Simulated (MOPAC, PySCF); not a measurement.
H$_{4}$B$_{2}$O, SMILES `BBO`, neutral singlet in the gas phase. 

Cartesian coordinates (Å):
SMILES: BBO
```xyz
7

B     -1.1977    -0.2065     0.0351
B      0.4113     0.1850    -0.1243
O      1.4427    -0.4173     0.5442
H     -1.9244     0.3733     0.8040
H     -1.7421    -0.9925    -0.7006
H      0.6698     1.0875    -0.9083
H      2.3096    -0.0431     0.3128
```
Charge 0, spin multiplicity 1.

All levels are single points at this geometry (PBE-D3(BJ)/def2-TZVP); Pople sets use spherical d functions. Orbital energies aren't observables, and empty levels follow the basis.

| level | HOMO (eV) | LUMO (eV) | gap (eV) | dipole (D) | vertical IE, Delta-SCF (eV) |
|---|---|---|---|---|---|
| PBE-D3(BJ)/def2-TZVP in PySCF | -6.61 | -2.82 | 3.79 | 1.53 | 10.19 |
| B3LYP/6-311+G** in PySCF | -7.84 | -2.07 | 5.78 | 1.51 | – |
| B3LYP/6-31G* in PySCF | -7.52 | -1.54 | 5.97 | 1.60 | 10.36 |
| M06-2X/6-31G* in PySCF | -9.05 | -0.37 | 8.68 | 1.59 | – |
| PBE/6-31G* in PySCF | -6.31 | -2.40 | 3.91 | 1.66 | 10.03 |
| HF/3-21G in PySCF | -11.22 | 2.29 | 13.51 | 1.71 | – |
| HF/STO-3G in PySCF | -9.53 | 6.82 | 16.35 | 1.41 | – |
| PM3 in MOPAC | -11.42 | 0.31 | 11.73 | 1.34 | – |
| PM7 in MOPAC | -10.07 | -0.38 | 9.69 | 1.45 | – |
